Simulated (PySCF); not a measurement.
## A ladder of Hamiltonians for Ne⁶⁺ (neon, charge +6)

Occupied: 1s1/2, 2s1/2. Hartree-Fock calculated with PySCF 2.14 in an uncontracted even-tempered set (17 s from 0.18 bohr⁻², ratio 2.7; 11 p from 0.22 bohr⁻², ratio 2.7), Gaussian nucleus throughout. NR is non-relativistic, sf-X2C the spin-free one-electron X2C Hamiltonian, X2C adds the bare one-electron spin-orbit term, X2C-SNSO screens it by Boettger's factors, DC is four-component Dirac-Coulomb, and the Gaunt and Breit terms are added at first order (total energies over the DC spinors, levels after relaxing the spinors in that mean field). QED terms are absent. Levels marked empty are virtual spinors of this ion.

```csv
Hamiltonian,E (hartree),E − E(DC) (hartree),CPU seconds
NR,-110.1093,0.1450,0.4
sf-X2C,-110.2473,0.0069,0.2
X2C,-110.2473,0.0069,0.14
X2C-SNSO,-110.2473,0.0069,0.13
DC,-110.2542,0.0000,3.3
DC+Gaunt,-110.2402,0.0141,5.1
DC+Breit,-110.2404,0.0139,49
```

```json
{"level (eV)": "1s1/2", "NR": "-1103.2", "sf-X2C": "-1104.3", "X2C": "-1104.3", "X2C-SNSO": "-1104.3", "DC": "-1104.5", "DC+Gaunt": "-1104.2", "DC+Breit": "-1104.2"}
{"level (eV)": "2s1/2", "NR": "-203.83", "sf-X2C": "-204.11", "X2C": "-204.11", "X2C-SNSO": "-204.11", "DC": "-204.12", "DC+Gaunt": "-204.09", "DC+Breit": "-204.09"}
{"level (eV)": "2p1/2 (empty)", "NR": "-157.22", "sf-X2C": "-157.25", "X2C": "-157.40", "X2C-SNSO": "-157.37", "DC": "-157.37", "DC+Gaunt": "-157.33", "DC+Breit": "-157.34"}
{"level (eV)": "2p3/2 (empty)", "NR": "-157.22", "sf-X2C": "-157.25", "X2C": "-157.17", "X2C-SNSO": "-157.19", "DC": "-157.19", "DC+Gaunt": "-157.17", "DC+Breit": "-157.17"}
{"level (eV)": "3s1/2 (empty)", "NR": "-67.491", "sf-X2C": "-67.559", "X2C": "-67.559", "X2C-SNSO": "-67.559", "DC": "-67.561", "DC+Gaunt": "-67.555", "DC+Breit": "-67.556"}
```

```csv
interval (eV),X2C,X2C-SNSO,DC,DC+Gaunt,DC+Breit
2p3/2 − 2p1/2,0.2224,0.1779,0.1813,0.1639,0.1639
```

Weight of the small component: 1s1/2 0.00125, 2s1/2 0.000220, 2p1/2 0.000196, 2p3/2 0.000196, 3s1/2 6.88e-05.

Koopmans' value for the highest occupied level at DC+Breit: 204.09 eV, against an ionisation energy of 207.27 eV (measured; NIST Atomic Spectra Database, ionization energies); the former lacks relaxation, correlation, QED and recoil.

The whole ladder took 60 s of wall time on 1 thread of Intel(R) Xeon(R) Platinum 8259CL CPU @ 2.50GHz (shared host), launched as `OMP_NUM_THREADS=1 python relrun2.py TASK.json OUT` (a driver that calls PySCF for each Hamiltonian).

Dirac-Coulomb iterations, started from the X2C spinors:

```
with_ssss True, with_gaunt False, with_breit False
light speed = 137.03599967994
init E= -110.246589927641
cycle= 1 E= -110.25424899726  delta_E= -0.00766  |g|= 0.00989  |ddm|= 0.00242
cycle= 2 E= -110.254249078101  delta_E= -8.08e-08  |g|= 6.34e-05  |ddm|= 0.000114
cycle= 3 E= -110.254249078138  delta_E= -3.67e-11  |g|= 1.25e-06  |ddm|= 9.7e-06
```
